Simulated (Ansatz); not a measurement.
`[CH3][SnH2][GeH3]`, relaxed with RKS PBE-D4/def2-SVP in Ansatz from a rough embedded geometry. The force threshold is 0.03 eV/Å; the program also tests the step.

Charge 0, multiplicity 1. Sn takes the def2 core potential.

Start:

```xyz
11

C    -0.872    0.588    1.553
Sn   -0.262   -0.915    0.244
Ge    1.067    0.179   -1.656
H    -1.495    0.158    2.368
H    -0.023    1.114    2.017
H    -1.557    1.348    1.080
H     0.755   -2.053    1.053
H    -1.686   -1.720   -0.446
H     2.330    0.963   -1.108
H     1.556   -0.886   -2.688
H     0.185    1.223   -2.416
```

```tsv
step	energy (eV)	largest force (eV/Å)	largest move (Å)
1	-63498.1118	1.859	0.000
2	-63498.1914	0.500	0.176
3	-63498.2341	0.285	0.093
4	-63498.2371	0.024	0.016
```

End:

```xyz
11

C    -0.932    0.614    1.631
Sn   -0.267   -0.909    0.227
Ge    1.103    0.186   -1.724
H    -1.519    0.140    2.442
H    -0.055    1.130    2.068
H    -1.567    1.355    1.108
H     0.711   -2.072    1.064
H    -1.649   -1.737   -0.413
H     2.344    0.936   -1.166
H     1.600   -0.866   -2.752
H     0.229    1.223   -2.484
```

Run time 2.5 s (4 threads of an AMD EPYC 9R45 on a shared host); peak host memory 0.19 GiB.
